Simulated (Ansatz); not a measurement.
The cluster VO₂⁺, relaxed as a singlet with RKS PBE-D4/def2-TZVP in Ansatz, starting from the GFN2-xTB geometry. Force threshold 0.02 eV/Å.

The structure holds one bond between oxygen atoms, so isomers without such links may lie far lower. The restricted singlet is unstable towards broken spin symmetry at other levels; at PBE-D4/def2-TZVP this wasn't settled. An occupied level of the charge 1 singlet lies above an empty one (by up to 0.30 eV), so this SCF solution is probably not the lowest. No other spin state of charge 1 was run. Another isomer (triplet) lies 2.97 eV lower at PBE0-D4/def2-TZVP; other spin states weren't run for this one.

Start:

```
atom    x (Å)    y (Å)    z (Å)
  V1  -0.8078   0.6057  -0.9808
  O2   0.7382  -0.5535   0.8960
  O3   0.0696  -0.0522   0.0847
```

| step | energy (eV) | largest force component (eV/Å) | SCF passes |
| --- | --- | --- | --- |
| 1 | -29760.1797 | 6.869 | 160 |
| 2 | -29760.7939 | 2.601 | 171 |
| 3 | -29760.8987 | 0.566 | 221 |
| 4 | -29760.9043 | 0.099 | 250 |
| 5 | -29760.9044 | 0.014 | 203 |

Force components are those of the run's own axes.

End:

Cartesian coordinates in Å:
```
V -0.876 0.657 -1.064
O 0.796 -0.597 0.966
O 0.080 -0.060 0.098
```

By distances, no bond broke or formed. The bond that changes most is V1–O3, from 1.53 to 1.67 Å (atoms count from 1).

No frequencies were taken in this run, so the end may be a saddle point.

Hardware: 4 threads of Arm Neoverse V1 on a shared host. Wall time 30 s.
